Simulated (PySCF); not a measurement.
## Electron correlation in S²⁺ (sulfur, charge +2)

[Ne] 3s2 3p1 3d1, one real determinant (an excited configuration). Calculation: PySCF 2.14, in x2c-TZVPPall with one added diffuse shell each of s, p, d type (6s6p4d1f, 51 functions); the spin-free X2C one-electron Hamiltonian (Gaussian nucleus). Frozen: [Ne]; 4 electrons correlated.

MP2 pair energies summed by pair of shells (mhartree):

```
 pair  energy  share (%)
3s-3d  -35.33       39.0
3s-3s  -26.03       28.7
3s-3p  -22.61       24.9
3p-3d   -6.68        7.4
```

Total MP2 correlation energy: -90.65 mhartree.

Same-spin part -13.80 and opposite-spin part -76.86 mhartree; SCS-MP2 scales them by 1/3 and 6/5 to -96.83 mhartree.

The reference is one real determinant that mixes LS terms of this configuration.
